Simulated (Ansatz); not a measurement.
Other settings, tried on Be9O9H26.

```yaml
crystal:
  periodic: [false, false, false]
  atoms:
    - {symbol: Be, position_ang: [-1.526738, -2.033715, -0.654394]}
    - {symbol: Be, position_ang: [-1.791701, 0.554030, -1.966285]}
    - {symbol: Be, position_ang: [-1.654897, 0.275866, 0.755278]}
    - {symbol: Be, position_ang: [0.768652, -1.640523, -2.437113]}
    - {symbol: Be, position_ang: [-0.041918, -1.971332, 1.594570]}
    - {symbol: Be, position_ang: [0.455303, 0.006226, -0.221546]}
    - {symbol: Be, position_ang: [0.502861, 1.956106, 1.926709]}
    - {symbol: Be, position_ang: [1.847756, 0.136769, 2.475107]}
    - {symbol: Be, position_ang: [-0.245590, 0.391887, 3.479228]}
    - {symbol: O, position_ang: [-2.402740, -0.850135, -1.486117]}
    - {symbol: O, position_ang: [-0.349807, -2.525530, -1.717272]}
    - {symbol: O, position_ang: [-0.636412, -0.390166, -3.194195]}
    - {symbol: O, position_ang: [-0.605697, -0.992788, 0.507140]}
    - {symbol: O, position_ang: [-0.811075, 1.069580, -0.659322]}
    - {symbol: O, position_ang: [-0.956790, 1.139728, 2.123827]}
    - {symbol: O, position_ang: [1.365572, -0.542245, -1.380125]}
    - {symbol: O, position_ang: [0.586170, -0.963755, 2.835099]}
    - {symbol: O, position_ang: [1.380053, 0.814541, 0.960758]}
    - {symbol: H, position_ang: [-2.262189, -2.993513, 0.006743]}
    - {symbol: H, position_ang: [-2.359157, 1.573595, -2.690675]}
    - {symbol: H, position_ang: [-3.012587, 0.372136, 0.889806]}
    - {symbol: H, position_ang: [-2.092720, 3.687648, 0.936317]}
    - {symbol: H, position_ang: [1.568594, -2.026183, -3.487588]}
    - {symbol: H, position_ang: [0.288654, -3.268844, 1.770825]}
    - {symbol: H, position_ang: [3.415556, -2.059652, 0.702353]}
    - {symbol: H, position_ang: [-0.353839, 3.952751, -1.551421]}
    - {symbol: H, position_ang: [0.627872, 3.281079, 1.672925]}
    - {symbol: H, position_ang: [4.217050, -0.298207, -2.398584]}
    - {symbol: H, position_ang: [3.147545, -0.055959, 2.780631]}
    - {symbol: H, position_ang: [-0.756609, 0.411974, 4.726962]}
    - {symbol: H, position_ang: [1.090916, 1.312039, 3.248831]}
    - {symbol: H, position_ang: [-3.317477, -0.835189, -1.168948]}
    - {symbol: H, position_ang: [-2.765993, 3.348974, 0.831972]}
    - {symbol: H, position_ang: [-0.264585, -3.486293, -1.760614]}
    - {symbol: H, position_ang: [2.833695, -2.321857, 0.291649]}
    - {symbol: H, position_ang: [-1.296940, -1.046538, -3.493786]}
    - {symbol: H, position_ang: [-0.353222, 0.110538, -3.977297]}
    - {symbol: H, position_ang: [-0.877943, 3.579017, -1.958688]}
    - {symbol: H, position_ang: [-0.710522, 2.037239, -0.697541]}
    - {symbol: H, position_ang: [-1.697531, 1.706906, 2.407137]}
    - {symbol: H, position_ang: [3.765403, -0.795634, -2.756240]}
    - {symbol: H, position_ang: [2.287361, -0.312330, -1.549243]}
    - {symbol: H, position_ang: [0.878414, -1.570067, 3.541283]}
    - {symbol: H, position_ang: [2.165653, 1.246526, 0.583743]}
basis:
  gaussian: {orbitals: def2-TZVP, fitting: {mean_field: def2-universal-jkfit}}
hamiltonian: {xc: {name: HSE06}, dispersion: d4}
scf: {omitted_lower_state_checks: [starts]}
output: {forces: true}
```

```sh
$ ansatz run in.yaml --threads 2 --pin off --events-out ev --progress --plain --max-ram 22528MiB --backend cuda --devices 0, --max-vram 18GiB
```

It prints (some lines left out):

```
Functional definition: HSE06
1620 factors; integrals over basis functions are off by at most 3.2e0 eV
1620 factors; integrals over basis functions are off by at most 1.8e-7 eV
mean field evaluation 1: about -22432.7881 eV, gradient 1.3e2 eV
mean field evaluation 2: about -22385.8880 eV, gradient 2.1e2 eV
mean field evaluation 4: about -22459.3077 eV, gradient 7.6e0 eV
mean field evaluation 8: about -22459.4083 eV, gradient 5.5e-1 eV
mean field evaluation 16: about -22459.4089 eV, gradient 9.4e-5 eV
mean field -22459.40888553 eV, -825.3680530093 hartree, gradient 7.0e-5 eV, S^2 0.000000; 0 other end points of the search recorded, 0 dependent functions left out
reference -22459.40900490 eV, -825.3680573958 hartree; 67, 67 occupied and 539, 539 virtual orbitals, 1620 factors
Total energy: -22460.76089867 eV, -825.4177385757 hartree
Atom 0 force     0.147673     0.270977    -0.353019 eV/Å
Atom 1 force     0.001626    -0.383805     0.345701 eV/Å
Atom 2 force     0.580999    -0.036756    -0.150584 eV/Å
Atom 3 force    -0.167869     0.027561     0.454131 eV/Å
Atom 4 force    -0.083639     0.667504    -0.198620 eV/Å
Atom 5 force    -0.164217     0.027412    -0.007336 eV/Å
Atom 6 force    -0.090035    -0.577558     0.024597 eV/Å
Atom 7 force    -0.529457     0.098869    -0.154292 eV/Å
Atom 8 force     0.184447     0.015388    -0.533464 eV/Å
Atom 9 force    -0.146492     0.070412     0.098002 eV/Å
Atom 10 force     0.093161    -0.117174     0.007158 eV/Å
Atom 11 force    -0.168567    -0.017672    -0.445823 eV/Å
Atom 12 force     0.173313    -0.221002     0.326947 eV/Å
Atom 13 force    -0.022695     0.140060    -0.061763 eV/Å
Atom 14 force    -0.070413     0.187712     0.269897 eV/Å
Atom 15 force    -0.077877    -0.020765    -0.016691 eV/Å
Atom 16 force     0.068083    -0.086398     0.208797 eV/Å
Atom 17 force     0.240517     0.151046     0.055544 eV/Å
Atom 18 force     0.031378     0.013794     0.001896 eV/Å
Atom 19 force     0.010927    -0.016324     0.017519 eV/Å
Atom 20 force     0.039199    -0.013558     0.015704 eV/Å
Atom 21 force    -0.393744    -0.164795    -0.034897 eV/Å
Atom 22 force    -0.022806     0.004035     0.008900 eV/Å
Atom 23 force    -0.038712     0.035102    -0.018813 eV/Å
Atom 24 force    -0.316791    -0.132906    -0.200485 eV/Å
Atom 25 force    -0.277635    -0.201118    -0.196116 eV/Å
Atom 26 force    -0.012611    -0.043097    -0.013453 eV/Å
Atom 27 force    -0.224243    -0.250263    -0.173278 eV/Å
Atom 28 force    -0.032370    -0.012365    -0.016047 eV/Å
Atom 29 force    -0.000059    -0.006805    -0.054934 eV/Å
Atom 30 force     0.049697     0.034768     0.020083 eV/Å
Atom 31 force     0.489496     0.029830    -0.121130 eV/Å
Atom 32 force     0.392358     0.179361     0.041802 eV/Å
Atom 33 force    -0.050892     0.494480     0.009970 eV/Å
Atom 34 force     0.324449     0.123729     0.211856 eV/Å
Atom 35 force     0.254083     0.235634     0.168361 eV/Å
Atom 36 force    -0.088129    -0.150378     0.318595 eV/Å
Atom 37 force     0.270164     0.219715     0.195475 eV/Å
Atom 38 force    -0.029518    -0.514735     0.001454 eV/Å
Atom 39 force     0.374016    -0.294562    -0.145391 eV/Å
Atom 40 force     0.245231     0.243729     0.155097 eV/Å
Atom 41 force    -0.434782    -0.113103     0.089173 eV/Å
Atom 42 force    -0.140943     0.310521    -0.362775 eV/Å
Atom 43 force    -0.386324    -0.206499     0.212255 eV/Å
Dipole moment:     0.572847     0.604769    -0.778710 e Å
Checks for a lower state left out: starts
```

Hardware: 2 threads of AMD EPYC 7R13 on a shared host and a share (18 GiB) of an NVIDIA H100 80GB HBM3. Wall time 7 s, peak host memory 1.2 GiB.

HSE06 is defined as in plane-wave codes, on full-range PBE exchange. The geometry of the charge 0 singlet is only loosely relaxed.
